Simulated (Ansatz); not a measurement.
Program: Ansatz. Geometries: PBE0-D4/def2-TZVP. ΔE: electronic, gas phase. CBS: MP2 limit from def2 TZ/QZ plus the TZ coupled-cluster correction, frozen cores. This one scheme is used for every species. Functionals use def2-TZVPP. Each species was taken in one conformer, which may not be the lowest.

`N[SiH]([SiH3])[SiH3]` + `BO` → `BO[SiH](N)[SiH3]` + SiH₄  (cleavage of the Si–Si bond)

`N[SiH]([SiH3])[SiH3]`:

Z-matrix (Å, degrees):
```
Si
Si 1 2.340
Si 1 2.340 2 110.2
N 1 1.729 2 108.5 3 118.6
H 1 1.500 2 107.2 3 -116.3
H 2 1.489 1 109.8 3 67.8
H 2 1.488 1 111.0 3 -52.4
H 2 1.491 1 110.8 3 -172.6
H 3 1.488 1 111.0 2 52.3
H 3 1.489 1 109.8 2 -67.9
H 3 1.491 1 110.8 2 172.5
H 4 1.008 1 119.6 2 48.9
H 4 1.008 1 119.7 2 -168.8
```

`BO`:

```xyz
5

B    -0.242   -0.243    0.244
O     0.154    0.897   -0.355
H    -1.209   -0.177    0.945
H     0.362   -1.268    0.071
H     0.934    0.790   -0.906
```

`BO[SiH](N)[SiH3]`:

Cartesian coordinates in Å:
```
B -1.328 -1.724 0.686
O -1.157 -0.444 1.055
Si -0.046 0.709 0.570
N -0.725 1.953 -0.375
Si 1.679 -0.289 -0.666
H -2.231 -2.346 1.171
H -0.584 -2.228 -0.120
H 0.412 1.331 1.836
H -1.280 2.686 0.035
H -0.941 1.822 -1.350
H 1.199 -0.669 -2.024
H 2.781 0.699 -0.823
H 2.220 -1.500 0.006
```

SiH₄:

```xyz
5

Si    0.000    0.000    0.000
H     0.456    1.397    0.208
H    -1.456   -0.007   -0.291
H     0.264   -0.794    1.227
H     0.736   -0.596   -1.143
```

CCSD(T)/CBS gives -24.3 kcal/mol.

Another level gave -23.0 kcal/mol. Which?
A. SCS-MP2/def2-TZVPP
B. r2SCAN-D4/def2-TZVPP
C. CCSD/def2-TZVPP
D. PBE-D4/def2-TZVPP

B. r2SCAN-D4 -23.0, PBE-D4 -18.6, SCS-MP2/def2-TZVPP -26.7, CCSD/def2-TZVPP -25.1 kcal/mol.

Largest T1 diagnostic among the species: 0.014.

From PBE to PBE0 (25 % exact exchange), in def2-TZVPP and without D4, ΔE moves by −1.6 kcal/mol. In def2-TZVPP, CCSD(T) changes the Hartree–Fock value by +5.0 kcal/mol (the triples alone add +0.6 kcal/mol) and MP2 by +3.8 kcal/mol.
